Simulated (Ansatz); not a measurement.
A nudged elastic band was laid between two geometries of Cl3HOTi + H4Si (11 atoms, charge 0, multiplicity 1).

Theory: RKS PBE/def2-SVP in Ansatz.

```
movable images  : 7
climbing image  : yes
spring          : 5.0 eV/Å²
optimiser       : quadratic models (default)
start path      : through a guess of the saddle point
force threshold : 0.05 eV/Å
iteration limit : 60
end points      : relaxed
```

Initial state:

```xyz
11
Properties=species:S:1:pos:R:3
Ti -0.332 0.609 -0.311
O -0.195 0.469 1.434
H 0.165 -0.240 2.011
Cl 1.642 1.120 -1.130
Cl -1.824 2.138 -0.807
Cl -0.913 -1.369 -1.073
Si 1.571 -2.815 1.667
H 0.769 -3.901 1.014
H 2.255 -1.961 0.640
H 2.574 -3.393 2.621
H 0.628 -1.941 2.465
```

Final state:

```xyz
11
Properties=species:S:1:pos:R:3
Ti 0.218 -0.213 -0.154
O 0.444 0.198 2.004
H -0.455 0.223 2.396
Cl 1.885 1.128 -0.607
Cl -1.876 0.452 0.305
Cl -0.069 -1.405 -1.980
Si 1.175 -2.441 0.809
H 0.037 -3.398 1.082
H 2.223 -3.160 0.001
H 1.795 -2.185 2.187
H 0.962 -0.486 2.487
```

**Question.** Which bonds break or form, and what moves?

**Answer.** Bonds broken: Si7–H11. Bonds formed: Ti1–Si7, O2–H11. Cl3HOTi + H4Si becomes Cl3H5OSiTi.

**Question.** What energy profile does the band end with?

**Answer.** It converged. The highest image is number 4 of 0 to 8, 41.2 kcal/mol above the first end and 16.5 kcal/mol above the last; the last end lies 24.7 kcal/mol above the first. Neighbouring images differ by up to 1.3 eV, so the band resolves the path poorly. A vibrational analysis at the climbing image gives one clearly imaginary mode, 1139i cm⁻¹: a first-order saddle point. The orbitals stay closed-shell, which can raise the energy where a bond breaks towards radicals; this wasn't checked here.

```csv
image,path coordinate (Å),energy (kcal/mol),Si7–H11 (Å),Ti1–Si7 (Å),O2–H11 (Å)
0,0.00,0.0,1.51,4.39,2.75
1,1.13,0.3,1.51,4.39,2.79
2,2.25,1.9,1.50,4.09,2.55
3,3.38,10.5,1.50,3.47,2.05
4,4.51,41.2,1.85,2.88,1.24
5,5.13,32.3,2.27,2.75,1.00
6,5.76,26.5,2.59,2.64,0.98
7,6.38,25.1,2.60,2.62,0.98
8,7.00,24.7,2.59,2.61,0.98
```

**Question.** What is the geometry of the highest image?

**Answer.** 
```xyz
11
Properties=species:S:1:pos:R:3
Ti 0.141 -0.092 0.047
O 0.151 0.155 2.034
H -0.744 0.344 2.390
Cl 1.903 0.913 -0.728
Cl -1.672 1.193 -0.029
Cl -0.503 -1.676 -1.355
Si 1.421 -2.457 1.086
H 0.505 -3.649 1.077
H 2.348 -2.508 -0.097
H 2.274 -2.510 2.335
H 0.516 -0.999 1.769
```

Run time: 3.2 min on 4 threads of AMD EPYC 9R45 96-Core Processor (Zen 5) (shared host), peak memory 0.28 GiB.
